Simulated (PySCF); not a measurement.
Compound: C5H10F2O.
InChI=1S/C5H10F2O/c1-2-3-8-5(7)4-6/h5H,2-4H2,1H3/t5-/m0/s1

Method used: TDDFT B3LYP/def2-SVPD, vertical, gas phase, core orbitals frozen in the response in PySCF 2.14.0, density-fitted response routines. The structure is a single GFN2-xTB conformer in the gas phase; no vibrational or solvent corrections. Torsions of this conformer, `[CH3:1][CH2:2][CH2:3][O:4][C@H:5]([F:6])[CH2:7][F:8]`: C1–C2–C3–O4 -178°, C2–C3–O4–C5 -81°, C3–O4–C5–F6 -73°, O4–C5–C7–F8 -93°.

Problem. What does the calculation give for the low-lying excited states?

Solution. 

```json
{"state": "S1", "E (eV)": "7.65", "E (kJ/mol)": "738", "λ (nm)": "162.1", "f": "0.014", "main configurations (H = HOMO, L = LUMO)": "H→L (96%)"}
{"state": "S2", "E (eV)": "8.17", "E (kJ/mol)": "788", "λ (nm)": "151.8", "f": "0.011", "main configurations (H = HOMO, L = LUMO)": "H→L+1 (85%), H→L+2 (10%)"}
{"state": "S3", "E (eV)": "8.26", "E (kJ/mol)": "797", "λ (nm)": "150.2", "f": "0.011", "main configurations (H = HOMO, L = LUMO)": "H→L+2 (65%), H→L+3 (18%), H→L+1 (12%)"}
{"state": "S4", "E (eV)": "8.34", "E (kJ/mol)": "805", "λ (nm)": "148.6", "f": "0.0051", "main configurations (H = HOMO, L = LUMO)": "H→L+3 (75%), H→L+2 (19%)"}
{"state": "S5", "E (eV)": "8.39", "E (kJ/mol)": "809", "λ (nm)": "147.8", "f": "0.018", "main configurations (H = HOMO, L = LUMO)": "H-1→L (85%)"}
{"state": "S6", "E (eV)": "8.75", "E (kJ/mol)": "845", "λ (nm)": "141.6", "f": "0.0061", "main configurations (H = HOMO, L = LUMO)": "H→L+4 (91%)"}
{"state": "S7", "E (eV)": "8.78", "E (kJ/mol)": "847", "λ (nm)": "141.2", "f": "0.013", "main configurations (H = HOMO, L = LUMO)": "H-1→L+1 (66%), H-2→L (15%)"}
{"state": "S8", "E (eV)": "8.96", "E (kJ/mol)": "864", "λ (nm)": "138.4", "f": "0.014", "main configurations (H = HOMO, L = LUMO)": "H-1→L+2 (51%), H-2→L (26%), H-1→L+1 (16%)"}
```

Triplets (Tamm–Dancoff): T1 7.52 eV, H→L (90%); T2 7.98 eV, H→L+1 (60%), H→L+2 (28%); T3 8.14 eV, H→L+2 (50%), H→L+1 (23%), H→L+3 (10%).

The lowest singlet comes at 162 nm (738 kJ/mol) in the vacuum ultraviolet; it is weak; its leading configuration is HOMO→LUMO (96%). The strongest level in the table is S5 at 8.39 eV (148 nm, f = 0.018). Löwdin shares by element: HOMO oxygen 52%, carbon 28% or more (atoms not listed hold the other 20%); LUMO carbon 40% or more, hydrogen 7% or more (atoms not listed hold the other 52%). Of the 8 states listed, 6 reach f = 0.01 and none stays under 0.0005. The oscillator strengths of these states sum to 0.093; summed over the whole spectrum of an exact calculation they would give the number of electrons, 66 (Thomas–Reiche–Kuhn). Weighted by f, the mean energy of these states is 8.40 eV. No computed singlet lies in the visible range (380 to 750 nm); the lowest, at 162 nm, stands 4.39 eV above its violet end (3.26 eV). Only the lowest 8 singlets were computed, as vertical energies without vibronic structure.

On Arm Neoverse N1, one thread, no GPU, shared host, this took 1.8 min of wall time and 0.99 GiB of memory at its peak.

Without π bonds the low states are Rydberg-like; a valence basis with one diffuse set may place them up to an eV too high.
